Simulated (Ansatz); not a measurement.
Start from `CCO[Si](C)(C)C` and change one atom or group to get `C[Si](C)(C)F`.

Ansatz, PBE0-D4/def2-TZVP geometries, multiplicity 1. Each molecule was computed in one conformer, which needn't be the lowest.

```csv
property,`CCO[Si](C)(C)C`
HOMO–LUMO gap (ωB97M-V/def2-TZVPP) / eV,12.20
size of the dipole moment (PBE/def2-TZVPP) / D,0.86
LUMO energy (B3LYP/def2-TZVPP) / eV,0.61
LUMO energy (PBE0/def2-TZVPP) / eV,0.94
LUMO energy (ωB97M-V/def2-TZVPP) / eV,2.29
HOMO energy (PBE/def2-TZVPP) / eV,-6.08
```

Question: Give the same properties after the change, and the shifts. (Best estimate.)

Answer: Computed: 
```tsv
property	`C[Si](C)(C)F`	shift
HOMO–LUMO gap (ωB97M-V/def2-TZVPP) / eV	13.12	0.92
size of the dipole moment (PBE/def2-TZVPP) / D	1.73	0.87
LUMO energy (B3LYP/def2-TZVPP) / eV	0.58	-0.03
LUMO energy (PBE0/def2-TZVPP) / eV	0.92	-0.02
LUMO energy (ωB97M-V/def2-TZVPP) / eV	2.28	-0.01
HOMO energy (PBE/def2-TZVPP) / eV	-7.20	-1.12
```

Dipoles are sizes alone; their direction can turn.

Positive LUMOs are unbound, so they and the gaps depend on the basis.

B3LYP here is the variant with VWN-RPA as its local correlation; programs differ in this.
